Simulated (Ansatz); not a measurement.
System: BHF$_{2}$, charge 0, singlet. BHF2 (difluoroborane, SMILES FBF).
B3LYP-D3(BJ)/def2-TZVP minimum from Ansatz (a first-principles code):
```
B
F 1 1.3177
F 1 1.3177 2 118.08
H 1 1.1868 2 120.96 3 180.00
```
Charge 0, spin multiplicity 1.

Hartree-Fock and MP2 correlation energies in hartree (Ansatz). Radicals and triplets start from unrestricted determinants; spin-orbit coupling is neglected. Cores are frozen in correlated methods. No relativity.

| basis | X | E(HF) | E(corr, MP2) |
|---|---|---|---|
| cc-pVTZ | 3 | -224.35366 | -0.60067 |
| cc-pVQZ | 4 | -224.37207 | -0.65425 |
| cc-pV5Z | 5 | -224.37677 | withheld |

Q: Fit E(corr) = E∞ + A/X³ to X = 3 and 4, predict X = 5, and compare with the run.

A: A = (-0.60067 - (-0.65425))/(1/27 - 1/64) = 2.5023; E∞ = -0.65425 - A/64 = -0.69335; at X = 5, E∞ + A/125 = -0.67333. The run gave -0.67649, 3.16 mEh below the prediction. The same form on X = 4 and 5 gives E∞ = -0.69982, 6.47 mEh below the first estimate.
